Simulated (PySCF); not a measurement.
## Relaxation of singlet SnCl2

All numbers come from PBE0 in PySCF with Sn def2-TZVP with ECP28, Cl def2-TZVP; scalar-relativistic core potentials, no spin–orbit coupling; density-fitted integrals. A (50,194) grid was used.

A hand-made linear start, of D∞h symmetry, held to at least that symmetry:

Coordinates in bohr (charge 0 multiplicity 1):
```
Sn    0.0000    0.0000    0.0000
Cl    0.0000    0.0000    4.5164
Cl    0.0000    0.0000   -4.5164
```

Optimiser trace:
```json
{"step": "0", "E − E(last) (kJ/mol)": "11.88", "largest gradient (Eh/bohr)": "0.02507"}
{"step": "1", "E − E(last) (kJ/mol)": "0.50", "largest gradient (Eh/bohr)": "0.00466"}
{"step": "2", "E − E(last) (kJ/mol)": "0.01", "largest gradient (Eh/bohr)": "0.00078"}
{"step": "3", "E − E(last) (kJ/mol)": "0.00", "largest gradient (Eh/bohr)": "0.00003"}
```

It ends at D∞h with Sn–Cl 2.492 Å (×2); Cl–Sn–Cl 180.0° (after a last refinement on a finer grid). A frequency run shows 2 imaginary modes (one degenerate set), down to 123i cm⁻¹, so it is a higher-order saddle point. Other isomers or separated fragments may lie lower.

Final geometry:
Coordinates in bohr (charge 0 multiplicity 1):
```
Sn    0.0000    0.0000    0.0000
Cl    0.0000    0.0000    4.7091
Cl    0.0000    0.0000   -4.7091
```
